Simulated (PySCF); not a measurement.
A structure optimised at PBE-D3(BJ)/def2-SVP, used in a PySCF frequency run:

```
Hf
Br 1 2.4800
Br 1 2.4800 2 153.21
```
Charge 0, spin multiplicity 1.

Q: Write its SMILES, formula and point group.

A: [Br][Hf][Br], Br₂Hf, C2v

Q: What are its rotational constants (standard atomic weights)?

A: 18.154, 0.54337, 0.52758 GHz
